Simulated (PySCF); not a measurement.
C5H7BOSi.
Atom-mapped SMILES: `[O:1]=[CH:2][C:3]1=[CH:4][CH:5]=[C:6]([SiH3:7])[BH:8]1` (hydrogens: H9 on C2; H10 on C4; H11 on C5; H12, H13, H14 on Si7; H15 on B8)

Computed, not measured: PBE0-D3(BJ)/def2-SVP geometry optimisation, gas phase in PySCF 2.14.0.

(1) List the bond lengths, angles and torsions at this level.

## Answers

(1) 
```json
{"bond": "O1=C2", "length (Å)": "1.208"}
{"bond": "C2–C3", "length (Å)": "1.463"}
{"bond": "C3=C4", "length (Å)": "1.353"}
{"bond": "C4–C5", "length (Å)": "1.494"}
{"bond": "C5=C6", "length (Å)": "1.355"}
{"bond": "C6–Si7", "length (Å)": "1.862"}
{"bond": "C6–B8", "length (Å)": "1.594"}
{"bond": "C3–B8", "length (Å)": "1.588"}
{"bond": "C2–H9", "length (Å)": "1.123"}
{"bond": "C4–H10", "length (Å)": "1.097"}
{"bond": "C5–H11", "length (Å)": "1.097"}
{"bond": "Si7–H12, Si7–H13, Si7–H14", "length (Å)": "1.496"}
{"bond": "B8–H15", "length (Å)": "1.203"}
```

Bonds in one row agree within 0.01 Å and their mean is given. A selection of angles:
```json
{"angle": "O1–C2–C3", "degrees": "124.6"}
{"angle": "C2–C3–C4", "degrees": "123.7"}
{"angle": "C2–C3–B8", "degrees": "130.7"}
{"angle": "C4–C3–B8", "degrees": "105.6"}
{"angle": "C3–C4–C5", "degrees": "111.8"}
{"angle": "C4–C5–C6", "degrees": "112.8"}
{"angle": "C5–C6–Si7", "degrees": "125.4"}
{"angle": "C5–C6–B8", "degrees": "104.8"}
{"angle": "Si7–C6–B8", "degrees": "129.8"}
{"angle": "C3–B8–C6", "degrees": "104.9"}
```

Torsions: O1–C2–C3–C4 180° (antiperiplanar); C2–C3–C4–C5 180° (antiperiplanar); C3–C4–C5–C6 0° (synperiplanar); C4–C5–C6–Si7 180° (antiperiplanar); C5–C6–B8–C3 1° (synperiplanar); C2–C3–B8–C6 180° (antiperiplanar). The mirror-image conformer, all signs reversed, is as good.

B8 (ring boron) is planar (angles 127.6°, 127.5° and 104.9°, sum 360.0°, 0.01 Å off the plane of its three neighbours). The 5-membered ring C3–C4–C5–C6–B8 has internal angles of 104.8° to 112.8°; it is planar, 0.00 Å rms from its mean plane, widest ring torsion 1°. The C–C distances run from 1.353 Å (C3=C4, drawn double) to 1.494 Å (C4–C5, drawn single), a spread of 0.141 Å. Si7 (SiH3 silicon) is tetrahedral (angles from 107.8° to 110.4°). The 8 heavy atoms lie in one plane (0.005 Å rms).

Point group: near Cs, missed by 0.08 Å at most; the miss may be what the optimiser left on a soft mode. Not checked by PBE0-D3(BJ)/def2-SVP frequencies. The numbers are those of one conformer.
